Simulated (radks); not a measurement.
Question: Excited configurations of neutral oxygen: one electron is placed in a higher orbital outside [He] 2s2 2p3. The ground configuration is [He] 2s2 2p4. Calculated with a radial shooting solver on a logarithmic mesh with Libxc functionals: scalar-relativistic Kohn-Sham, PBE, spin-polarised, spherical densities, finite nucleus; open shells are filled with parallel spins first; Fermi nuclear charge, rms radius 2.6991 fm. Excitation = E - E(ground); binding = E(ion) - E, where the ion is the core of charge +1; n* = 1/sqrt(2 binding) in atomic units, and the quantum defect is n - n*.

outer orbital  excitation (eV)  binding (eV)     n*  quantum defect  eigenvalue (eV)  <r> (bohr)
4s                      11.581         2.090  2.552           1.448           -1.287       10.58
4d                      12.615         1.055  3.591           0.409           -0.613       18.35
5f                      13.003         0.667  4.515           0.485           -0.405       28.62
6p                      13.011         0.660  4.541           1.459           -0.445       34.37

Estimate the row for 5p.

Answer: excitation (eV) 12.692; binding (eV) 0.978; n* 3.729; quantum defect 1.271; eigenvalue (eV) -0.630; <r> (bohr) 22.36. The Delta-SCF ionisation energy is 13.671 eV (NIST Atomic Spectra Database: 13.618 eV, measured). Self-interaction in the functional shifts the binding energies and quantum defects, so they are the method's values and not measured ones. Open shells are spherical and high-spin; term and fine-structure splittings are not resolved.
